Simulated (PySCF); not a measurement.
## Calculated NMR data

One averaged value for each set of equivalent atoms, non-relativistic, a single conformation, in vacuum. Geometry: GFN2-xTB; shieldings: GIAO PBE0/pcSseg-1; PySCF 2.14.

References, each an isolated molecule treated in the same way: TMS for $^{1}$H (31.72 ppm), $^{13}$C (186.93 ppm). Splittings of carbon signals by F and P are missing where no couplings were computed. Where no couplings were computed, multiplicities follow the n + 1 count of equivalent neighbours, and m marks all less simple cases (inequivalent or close neighbours, rings, F or P nearby). Shifts are as computed. Against solution values, carbons near 30 ppm lie about +3 ppm off and those near 130 ppm about +5 ppm. Of 1211 compounds with measured shifts, 218 miss one by over three times the rms of a fit or turn the order of signals round; such compounds aren't used in these exercises.

**1.** SMILES FC(F)O[C@@H]1O[C@@H]1C(F)F, C$_{4}$H$_{4}$F$_{4}$O$_{2}$. $^{1}$H NMR (600 MHz, computed): δ 6.63 (m, 1H), 6.07 (m, 1H), 4.85 (m, 1H), 2.95 (m, 1H). $^{13}$C{$^{1}$H} NMR (computed): δ 123.8 (CH), 121.9 (CH), 73.1 (CH), 54.6 (CH).

**2.** SMILES C=C/P=C(\F)C(C)C, C$_{6}$H$_{10}$FP. $^{1}$H NMR (600 MHz, computed): δ 7.96 (m, 1H), 6.20 (m, 1H), 6.15 (m, 1H), 2.89 (m, 1H), 1.32 (d, 6H). $^{13}$C{$^{1}$H} NMR (computed): δ 234.0, 145.6, 136.2, 42.7, 23.5.
